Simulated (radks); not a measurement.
All-electron atom: Zr35+ in [He] 2s2 2p1. All-electron calculation, Dirac Kohn-Sham, PBE, spin-unpolarised, spherical densities, point nucleus; open shells are shared between the two j in proportion to 2j + 1. Program: a radial shooting solver on a logarithmic mesh with Libxc functionals.

Radial electron density D(r) = 4 pi r^2 rho(r):

r (bohr),D(r) (e/bohr)
0.003585,6.553
0.004343,8.900
0.005263,11.93
0.006377,15.75
0.007726,20.40
0.009362,25.81
0.01134,31.75
0.01363,37.51
0.01652,42.87
0.02002,46.62
0.02426,47.74
0.02939,45.51
0.03561,39.95
0.04315,32.20
0.05228,24.42
0.06284,19.22
0.07614,17.60
0.09226,19.27
0.1118,21.53
0.1355,21.21
0.1641,17.06
0.1989,10.68
0.241,4.976
0.2896,1.727
0.3509,0.3817
0.4252,0.05142
0.5152,0.003821

D(r) has 2 maxima, at r = 0.0237, 0.121 bohr, and minima at 0.0749 bohr, inside which lie 2.19 electrons.
